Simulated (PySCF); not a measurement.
Here is a computed PBE0-D3(BJ)/def2-SVP geometry (Å):
```
B 
Si  1  2.0076
C   2  1.9171  1  117.42
C   3  1.5306  2   86.62  1   133.86
F   4  1.3753  3  114.41  2  -149.19
C   4  1.5306  3  101.24  2   -25.66
H   1  1.2076  2  124.23  3   138.22
H   1  1.2104  2  117.93  3   -42.06
H   2  1.4959  1  116.06  3  -136.45
H   3  1.1024  2  108.41  1    24.75
H   3  1.0980  2  123.83  1  -105.44
H   4  1.1053  3  109.83  2    90.37
H   6  1.1024  2  108.53  1   -25.31
H   6  1.0977  2  123.71  1   104.92
```
Z-matrix in Å and degrees, rows numbered from 1.

Neutral, closed shell.

Which heavy atoms are bonded, and with what formal order?

B1–Si2 (single); Si2–C3 (single); C3–C4 (single); C4–F5 (single); C4–C6 (single); Si2–C6 (single). Hydrogens: H7, H8 on B1; H9 on Si2; H10, H11 on C3; H12 on C4; H13, H14 on C6.

Which species is it?

`B[Si@H]1C[C@@H](F)C1`, C3H8BFSi. Among its features: C–F bond, Si–H bond, C–Si bond and three-coordinate boron.

Which rings does it hold?

Si2–C3–C4–C6 (4 members, 0.17 Å rms from planarity).

Classify the heavy atoms.

B1: three-coordinate boron; Si2: SiH silicon; C3/C6: sp3 carbon bound to silicon; C4: sp3 C–F carbon; F5: alkyl fluorine.

What is the arrangement about Si2?

It has 4 neighbours (B1, C3, C6, H9) and has angles from 76.2° to 117.4°.

What is the arrangement about B1?

It has 3 neighbours (Si2, H7, H8) and is planar (angles 124.2°, 117.9° and 117.8°, sum 360.0°, 0.00 Å off the plane of its three neighbours).
